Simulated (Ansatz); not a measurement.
```yaml
crystal:
  periodic: [false, false, false]
  atoms:
    - {symbol: C, position_ang: [-0.783310, 1.758958, -0.827296]}
    - {symbol: Y, position_ang: [0.062426, -0.570750, -0.596861]}
    - {symbol: C, position_ang: [1.409111, -0.699797, 1.203202]}
    - {symbol: O, position_ang: [-1.178890, -1.927240, -1.143076]}
    - {symbol: H, position_ang: [-1.414747, 1.871194, -1.717331]}
    - {symbol: H, position_ang: [-1.017505, 1.995670, 0.164265]}
    - {symbol: H, position_ang: [-0.009981, 2.427541, -0.985583]}
    - {symbol: H, position_ang: [0.788866, -0.847694, 2.256471]}
    - {symbol: H, position_ang: [1.889233, 0.039604, 1.617423]}
    - {symbol: H, position_ang: [2.074705, -1.665128, 1.177464]}
    - {symbol: H, position_ang: [-1.893059, -2.417754, -1.033172]}
basis:
  gaussian: {orbitals: cc-pVTZ-DK}
hamiltonian: {xc: {name: B2GP-PLYP}}
```

```sh
$ ansatz run in.yaml --threads 4 --pin off --events-out ev --progress --plain --max-ram 10444MiB
```

It prints (some lines left out):

```
Functional definition: B2GP-PLYP
1555 factors; integrals over basis functions are off by at most 1.0e-3 eV
mean field evaluation 1: about -96305.6060 eV, gradient 7.8e1 eV
mean field evaluation 2: about -96305.6457 eV, gradient 7.8e1 eV
mean field evaluation 4: about -96317.6621 eV, gradient 9.1e0 eV
mean field evaluation 8: about -96317.8262 eV, gradient 5.2e-1 eV
mean field evaluation 16: about -96317.8277 eV, gradient 4.2e-4 eV
mean field -96317.82772140 eV, -3539.6148821930 hartree, gradient 3.0e-6 eV, S^2 0.000000; 0 other end points of the search recorded, 0 dependent functions left out
17 core orbitals not correlated: weight in the atoms' cores, before any rotation towards them, 1.000 or more for the frozen orbitals, at most 0.000 for the correlated occupied ones
reference -96317.82789467 eV, -3539.6148885605 hartree; 16, 16 occupied and 232, 232 virtual orbitals, 1555 factors
second order -27.64493644 eV of doubles, -0.00000000 eV of singles
Total energy: -96327.78007179 eV, -3539.9806243238 hartree
Relativity: scalar
```

Hardware: 4 threads of an Arm Neoverse V1 on a shared host. Wall time 9.5 s, peak host memory 0.78 GiB.
